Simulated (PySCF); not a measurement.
TDDFT excited states: C6H12O2S

Species: C₆H₁₂O₂S.
Atom-mapped SMILES: `[O:1]=[S:2]1(=[O:3])[CH2:4][CH2:5][CH2:6][CH2:7][CH2:8][CH2:9]1` (hydrogens: H10, H11 on C4; H12, H13 on C5; H14, H15 on C6; H16, H17 on C7; H18, H19 on C8; H20, H21 on C9)

Structure used (PBE0-D3(BJ)/def2-SVP), in Å, numbered top down from 1:
```
atom  x, y, z in Å
O1    -0.5000    2.3007   -1.7074
S2    -0.0837    1.8756   -0.3705
O3     0.4246    2.8485    0.5965
C4     1.1833    0.6151   -0.6030
C5     1.2834   -0.4479    0.4788
C6     0.3550   -1.6440    0.2724
C7    -1.1251   -1.4481    0.5869
C8    -1.8488   -0.3046   -0.1208
C9    -1.4929    1.0749    0.4082
H10    2.0867    1.2418   -0.6571
H11    1.0033    0.1845   -1.5988
H12    2.3221   -0.8137    0.4769
H13    1.1383    0.0129    1.4717
H14    0.4621   -1.9844   -0.7735
H15    0.7202   -2.4777    0.8938
H16   -1.2483   -1.3087    1.6762
H17   -1.6453   -2.3900    0.3487
H18   -1.6904   -0.3345   -1.2133
H19   -2.9321   -0.4415    0.0219
H20   -1.2942    1.0771    1.4897
H21   -2.2786    1.8188    0.2037
```

Theory: TDDFT PBE0/def2-SVPD, vertical, gas phase, core orbitals frozen in the response (PySCF).

Problem. List the vertical singlet excitations with oscillator strengths and describe the spectrum.

Solution. 

```json
{"state": "S1", "E (eV)": "7.33", "λ (nm)": "169.2", "f": "0.0097", "main configurations (H = HOMO, L = LUMO)": "H→L (92%)"}
{"state": "S2", "E (eV)": "7.76", "λ (nm)": "159.7", "f": "0.017", "main configurations (H = HOMO, L = LUMO)": "H→L+4 (54%), H→L+3 (33%)"}
{"state": "S3", "E (eV)": "7.81", "λ (nm)": "158.8", "f": "0.0027", "main configurations (H = HOMO, L = LUMO)": "H→L+1 (90%)"}
{"state": "S4", "E (eV)": "7.87", "λ (nm)": "157.5", "f": "0.0030", "main configurations (H = HOMO, L = LUMO)": "H-1→L (93%)"}
{"state": "S5", "E (eV)": "7.95", "λ (nm)": "156.0", "f": "0.0052", "main configurations (H = HOMO, L = LUMO)": "H→L+2 (94%)"}
{"state": "S6", "E (eV)": "8.16", "λ (nm)": "151.9", "f": "0.0021", "main configurations (H = HOMO, L = LUMO)": "H-2→L (75%), H→L+5 (9%)"}
{"state": "S7", "E (eV)": "8.22", "λ (nm)": "150.8", "f": "0.033", "main configurations (H = HOMO, L = LUMO)": "H→L+5 (47%), H→L+3 (23%), H→L+4 (10%)"}
{"state": "S8", "E (eV)": "8.24", "λ (nm)": "150.5", "f": "0.042", "main configurations (H = HOMO, L = LUMO)": "H→L+3 (39%), H→L+5 (30%), H→L+4 (19%)"}
{"state": "S9", "E (eV)": "8.31", "λ (nm)": "149.3", "f": "0.0098", "main configurations (H = HOMO, L = LUMO)": "H-1→L+1 (53%), H-1→L+3 (20%), H-1→L+4 (18%)"}
{"state": "S10", "E (eV)": "8.31", "λ (nm)": "149.1", "f": "0.011", "main configurations (H = HOMO, L = LUMO)": "H-1→L+1 (38%), H-1→L+3 (29%), H-1→L+4 (23%)"}
```

Triplets, Tamm–Dancoff:

| state | E (eV) | λ (nm) | main configurations (H = HOMO, L = LUMO) |
| --- | --- | --- | --- |
| T1 | 7.15 | 173.5 | H→L (74%), H→L+4 (20%) |
| T2 | 7.50 | 165.2 | H→L+4 (44%), H→L+3 (35%), H→L (11%) |
| T3 | 7.61 | 162.9 | H-1→L+4 (52%), H-1→L (24%), H-1→L+3 (9%) |
| T4 | 7.69 | 161.2 | H→L+1 (85%) |

The lowest singlet comes at 169 nm (707 kJ/mol) in the vacuum ultraviolet; it is weak; its leading configuration is HOMO→LUMO (92%). The most intense listed level is S8 at 8.24 eV (150 nm, f = 0.042), 0.91 eV above S1. S9/S10 lie within about 0.01 eV of each other. Löwdin shares by element: HOMO oxygen 53%, sulfur 12%, carbon 12% or more (atoms not listed hold the other 24%); LUMO carbon 25% or more, hydrogen 7% or more (atoms not listed hold the other 68%). The listed states span 0.99 eV, and the widest gap between neighbours is 0.44 eV (S1 to S2). The oscillator strengths of these states sum to 0.135; summed over the whole spectrum of an exact calculation they would give the number of electrons, 80 (Thomas–Reiche–Kuhn). Weighted by f, the mean energy of these states is 8.09 eV. No computed singlet lies in the visible range (380 to 750 nm); the lowest, at 169 nm, stands 4.06 eV above its violet end (3.26 eV). The vertical ionisation energy (ΔSCF) is 9.93 eV, 1.62 eV above S10. Orbitals of the list HOMO-3 to LUMO+2 that lie within 0.01 eV of each other are written together with a slash and their weights summed (≥ marks a lower bound); for degenerate orbitals outside that list single weights are arbitrary. Only the lowest 10 singlets were computed, as vertical energies without vibronic structure.

One conformer stands for the species.
